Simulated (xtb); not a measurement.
xtb input (GFN2-xTB):

```bash
xtb mol.xyz --gfn 2 --sp --chrg 0 --uhf 0
```
mol.xyz:
```
9

Si     0.00405578    -0.74173771     0.03312218
Br    -0.08803711     0.52170067    -1.81712894
Br     0.08145254     0.68251338     1.76335495
N      1.38017231    -1.71135397     0.21874984
N     -1.36130597    -1.73900050    -0.06467480
H      1.56693502    -2.44897016    -0.44345118
H      2.22132890    -1.33523224     0.62543835
H     -2.20631908    -1.40982626    -0.50285819
H     -1.54033008    -2.41665370     0.66072486
```

Output:

```
           -------------------------------------------------
          |                Calculation Setup                |
           -------------------------------------------------

           -------------------------------------------------
          |                 G F N 2 - x T B                 |
           -------------------------------------------------

        Reference                      10.1021/acs.jctc.8b01176
      * Hamiltonian:
        H0-scaling (s, p, d)           1.850000    2.230000    2.230000
        zeta-weighting                 0.500000
      * Dispersion:
        s8                             2.700000
        a1                             0.520000
        a2                             5.000000
        s9                             5.000000
      * Repulsion:
        kExp                           1.500000    1.000000
        rExp                           1.000000
      * Coulomb:
        alpha                          2.000000
        third order                    shell-resolved
        anisotropic                    true
        a3                             3.000000
        a5                             4.000000
        cn-shift                       1.200000
        cn-exp                         4.000000
        max-rad                        5.000000

          ...................................................
          :                      SETUP                      :
          :.................................................:
          :  # basis functions                  42          :
          :  # atomic orbitals                  39          :
          :  # shells                           17          :
          :  # electrons                        32          :
          :  max. iterations                   250          :
          :  Hamiltonian                  GFN2-xTB          :
          :  restarted?                      false          :
          :  GBSA solvation                  false          :
          :  PC potential                    false          :
          :  electronic temp.          300.0000000     K    :
          :  accuracy                    1.0000000          :
          :  -> integral cutoff          0.2500000E+02      :
          :  -> integral neglect         0.1000000E-07      :
          :  -> SCF convergence          0.1000000E-05 Eh   :
          :  -> wf. convergence          0.1000000E-03 e    :
          :  Broyden damping             0.4000000          :
          :  net charge                          0          :
          :  unpaired electrons                  0          :
          ...................................................

 iter      E             dE          RMSdq      gap      omega  full diag
   1    -17.9311940 -0.179312E+02  0.832E+00    5.91       0.0  T
   2    -18.0046336 -0.734396E-01  0.368E+00    6.35       1.0  T
   3    -18.0077722 -0.313857E-02  0.207E+00    6.81       1.0  T
   4    -18.0046751  0.309715E-02  0.218E+00    6.11       1.0  T
   5    -18.0270696 -0.223945E-01  0.105E+00    6.38       1.0  T
   6    -18.0285881 -0.151853E-02  0.582E-01    6.44       1.0  T
   7    -18.0288160 -0.227910E-03  0.234E-01    6.46       1.0  T
   8    -18.0287595  0.565536E-04  0.167E-01    6.41       1.0  T
   9    -18.0288101 -0.506825E-04  0.866E-02    6.45       1.0  T
  10    -18.0288621 -0.520042E-04  0.287E-02    6.43       1.2  T
  11    -18.0288701 -0.796921E-05  0.623E-03    6.43       5.3  T
  12    -18.0288702 -0.431830E-07  0.327E-03    6.44      10.2  T
  13    -18.0288702 -0.854093E-07  0.136E-03    6.44      24.5  T
  14    -18.0288702 -0.595078E-08  0.132E-04    6.44     251.8  T
  15    -18.0288702 -0.636717E-10  0.703E-05    6.44     474.1  T

   *** convergence criteria satisfied after 15 iterations ***

         #    Occupation            Energy/Eh            Energy/eV
      -------------------------------------------------------------
         1        2.0000           -0.8594427             -23.3866
       ...           ...                  ...                  ...
        10        2.0000           -0.4670825             -12.7100
        11        2.0000           -0.4355559             -11.8521
        12        2.0000           -0.4342401             -11.8163
        13        2.0000           -0.4277776             -11.6404
        14        2.0000           -0.4232868             -11.5182
        15        2.0000           -0.4224022             -11.4941
        16        2.0000           -0.4196364             -11.4189 (HOMO)
        17                         -0.1831323              -4.9833 (LUMO)
        18                         -0.1670387              -4.5454
        19                         -0.1584641              -4.3120
        20                         -0.1360456              -3.7020
        21                         -0.0103980              -0.2829
       ...                                ...                  ...
        39                          0.9814865              26.7076
      -------------------------------------------------------------
                  HL-Gap            0.2365041 Eh            6.4356 eV
             Fermi-level           -0.3013843 Eh           -8.2011 eV

 SCC (total)                   0 d,  0 h,  0 min,  0.014 sec
 SCC setup                      ...        0 min,  0.000 sec (  0.974%)
 Dispersion                     ...        0 min,  0.000 sec (  0.465%)
 classical contributions        ...        0 min,  0.000 sec (  0.213%)
 integral evaluation            ...        0 min,  0.002 sec ( 15.489%)
 iterations                     ...        0 min,  0.008 sec ( 55.365%)
 molecular gradient             ...        0 min,  0.004 sec ( 26.498%)
 printout                       ...        0 min,  0.000 sec (  0.864%)

         :::::::::::::::::::::::::::::::::::::::::::::::::::::
         ::                     SUMMARY                     ::
         :::::::::::::::::::::::::::::::::::::::::::::::::::::
         :: total energy             -17.899520882682 Eh    ::
         :: gradient norm              0.017738560079 Eh/a0 ::
         :: HOMO-LUMO gap              6.435605020497 eV    ::
         ::.................................................::
         :: SCC energy               -18.028858664116 Eh    ::
         :: -> isotropic ES            0.051490279413 Eh    ::
         :: -> anisotropic ES          0.002423508361 Eh    ::
         :: -> anisotropic XC         -0.014297726266 Eh    ::
         :: -> dispersion             -0.007827765309 Eh    ::
         :: repulsion energy           0.129337781433 Eh    ::
         :: add. restraining           0.000000000000 Eh    ::
         :: total charge               0.000000000000 e     ::
         :::::::::::::::::::::::::::::::::::::::::::::::::::::

           -------------------------------------------------
          |                Property Printout                |
           -------------------------------------------------

    * Orbital Energies and Occupations

         #    Occupation            Energy/Eh            Energy/eV
      -------------------------------------------------------------
         1        2.0000           -0.8594427             -23.3866
       ...           ...                  ...                  ...
         4        2.0000           -0.6281135             -17.0918
         5        2.0000           -0.5985583             -16.2876
         6        2.0000           -0.5563601             -15.1393
         7        2.0000           -0.5546021             -15.0915
         8        2.0000           -0.5123156             -13.9408
         9        2.0000           -0.4876042             -13.2684
        10        2.0000           -0.4670825             -12.7100
        11        2.0000           -0.4355559             -11.8521
        12        2.0000           -0.4342401             -11.8163
        13        2.0000           -0.4277776             -11.6404
        14        2.0000           -0.4232868             -11.5182
        15        2.0000           -0.4224022             -11.4941
        16        2.0000           -0.4196364             -11.4189 (HOMO)
        17                         -0.1831323              -4.9833 (LUMO)
        18                         -0.1670387              -4.5454
        19                         -0.1584641              -4.3120
        20                         -0.1360456              -3.7020
        21                         -0.0103980              -0.2829
        22                         -0.0035797              -0.0974
        23                          0.0124262               0.3381
        24                          0.0323456               0.8802
        25                          0.0345504               0.9402
        26                          0.0374715               1.0197
        27                          0.0379075               1.0315
       ...                                ...                  ...
        39                          0.9814865              26.7076
      -------------------------------------------------------------
                  HL-Gap            0.2365041 Eh            6.4356 eV
             Fermi-level           -0.3013843 Eh           -8.2011 eV

     #   Z          covCN         q      C6AA      α(0)
     1  14 Si       3.298     0.589   117.790    22.049
     2  35 Br       0.856    -0.238   191.508    22.312
     3  35 Br       0.856    -0.238   191.508    22.312
     4   7 N        2.544    -0.393    30.208     8.162
     5   7 N        2.544    -0.393    30.208     8.162
     6   1 H        0.861     0.164     1.311     1.793
     7   1 H        0.861     0.173     1.253     1.753
     8   1 H        0.861     0.173     1.253     1.753
     9   1 H        0.861     0.164     1.311     1.793

 Mol. C6AA /au·bohr⁶  :       2886.636474
 Mol. C8AA /au·bohr⁸  :     142099.248094
 Mol. α(0) /au        :         90.091862

Wiberg/Mayer (AO) data.
largest (>0.10) Wiberg bond orders for each atom

 ---------------------------------------------------------------------------
     #   Z sym  total        # sym  WBO       # sym  WBO       # sym  WBO
 ---------------------------------------------------------------------------
     1  14 Si   4.250 --     5 N    1.145     4 N    1.145     2 Br   0.972
                             3 Br   0.972
     2  35 Br   1.148 --     1 Si   0.972
     3  35 Br   1.148 --     1 Si   0.972
     4   7 N    3.231 --     1 Si   1.145     6 H    0.964     7 H    0.960
     5   7 N    3.231 --     1 Si   1.145     9 H    0.964     8 H    0.960
     6   1 H    0.973 --     4 N    0.964
     7   1 H    0.970 --     4 N    0.960
     8   1 H    0.970 --     5 N    0.960
     9   1 H    0.973 --     5 N    0.964
 ---------------------------------------------------------------------------

Topologies differ in total number of bonds
Writing topology from bond orders to xtbtopo.mol

molecular dipole:
                 x           y           z       tot (Debye)
 q only:        0.007      -1.210       0.054
   full:        0.013      -2.356       0.105       5.995
molecular quadrupole (traceless):
                xx          xy          yy          xz          yz          zz
 q only:        5.267       0.000       2.010      -0.392      -0.418      -7.277
  q+dip:       13.652      -0.009       3.995      -1.380      -0.976     -17.647
   full:       13.359      -0.016       3.718      -1.527      -0.939     -17.076

           -------------------------------------------------
          | TOTAL ENERGY              -17.899520882682 Eh   |
          | GRADIENT NORM               0.017738560079 Eh/α |
          | HOMO-LUMO GAP               6.435605020497 eV   |
           -------------------------------------------------

------------------------------------------------------------------------
Note: The following floating-point exceptions are signalling: IEEE_UNDERFLOW_FLAG IEEE_DENORMAL
normal termination of xtb
------------------------------------------------------------------------
 total:
 SCF:
```
